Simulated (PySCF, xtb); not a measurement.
C₂H₅CdF, SMILES C[CH2][Cd][F]. Other conformers were not sampled.

Harmonic wavenumbers (cm⁻¹) from GFN2-xTB run with xtb at its own minimum, in rising order: 40, 80, 200, 238, 290, 413, 633, 923, 969, 1053, 1143, 1212, 1401, 1437, 1468, 1481, 2930, 2959, 2960, 2979, 2982.

Question: What does PBE-D3(BJ)/def2-SVP (PySCF 2.14.0) give at its own minimum? (The exact figures need the calculation; the answer reports its results.)

Answer: 95, 118, 234, 242, 468, 597, 638, 918, 941, 1024, 1149, 1201, 1345, 1391, 1423, 1424, 2955, 2992, 3032, 3044, 3063. Paired by order, the mean absolute difference is 50 cm⁻¹ and the zero-point energies are 39.7 and 40.4 kcal/mol.
